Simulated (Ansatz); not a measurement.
`B[SiH2]C(O)F` + `CNCOC` → `BNCOC` + `C[SiH2]C(O)F`  (formal exchange of groups at a B–Si bond)

Computed with Ansatz on PBE0-D4/def2-TZVP structures; ΔE is electronic, products minus reactants. CCSD(T)/CBS is the MP2 limit (def2-TZVPP, def2-QZVPP) plus CCSD(T) − MP2 in def2-TZVPP, frozen cores. Functionals use def2-TZVPP. Each species was taken in one conformer, which may not be the lowest.

`B[SiH2]C(O)F`:

```xyz
11

B    -0.162    1.299    1.538
Si   -0.463    0.761   -0.372
C     0.385   -0.903   -0.797
O    -0.108   -1.870    0.055
F     1.764   -0.761   -0.605
H    -0.816    2.174    2.026
H     0.685    0.793    2.209
H    -1.905    0.638   -0.725
H     0.138    1.802   -1.257
H     0.275   -1.196   -1.850
H     0.207   -2.737   -0.222
```

`CNCOC`:

```xyz
14

C     0.443    1.602   -0.800
N     0.413    0.996    0.514
C    -0.733    0.199    0.790
O    -1.005   -0.862   -0.110
C    -0.054   -1.889   -0.061
H     0.443    0.883   -1.630
H    -0.437    2.241   -0.919
H     1.326    2.237   -0.888
H     1.273    0.510    0.723
H    -0.633   -0.205    1.807
H    -1.624    0.829    0.741
H    -0.407   -2.695   -0.705
H     0.064   -2.280    0.960
H     0.931   -1.566   -0.424
```

`BNCOC`:

```xyz
13

B     0.996   -1.617    1.550
N     1.085   -0.453    0.800
C    -0.010    0.309    0.299
O    -0.054    0.193   -1.099
C    -1.068    0.983   -1.659
H     2.004   -2.165    1.887
H    -0.088   -2.029    1.846
H     1.986   -0.098    0.519
H    -0.934   -0.073    0.753
H     0.098    1.372    0.570
H    -1.027    0.849   -2.739
H    -2.062    0.681   -1.300
H    -0.926    2.049   -1.427
```

`C[SiH2]C(O)F`:

Z-matrix (Å, degrees):
```
C
Si 1 1.863
H 1 1.092 2 110.2
H 1 1.092 2 110.2 3 119.5
H 1 1.092 2 111.1 3 -120.2
C 2 1.914 1 109.4 3 -59.9
H 2 1.488 1 112.1 3 -178.9
H 2 1.487 1 112.1 3 58.6
F 6 1.402 2 108.5 1 63.0
O 6 1.379 2 108.9 1 -56.3
H 6 1.099 2 113.2 1 178.9
H 10 0.963 6 109.6 2 -171.6
```

| species | PBE0 energy (Eh) |
| --- | --- |
| `B[SiH2]C(O)F` | -530.79575 |
| `CNCOC` | -249.49522 |
| `BNCOC` | -235.67550 |
| `C[SiH2]C(O)F` | -544.70654 |

Question: Work out ΔE.

Answer: ΔE = (-235.67550) + (-544.70654) − (-530.79575) − (-249.49522) = -0.09107 Eh = -57.1 kcal/mol. CCSD(T)/CBS gives -57.7 kcal/mol.

Largest T1 diagnostic among the species: 0.012.

In def2-TZVPP, CCSD(T) changes the Hartree–Fock value by −1.0 kcal/mol (the triples alone add −0.3 kcal/mol) and MP2 by −3.5 kcal/mol.
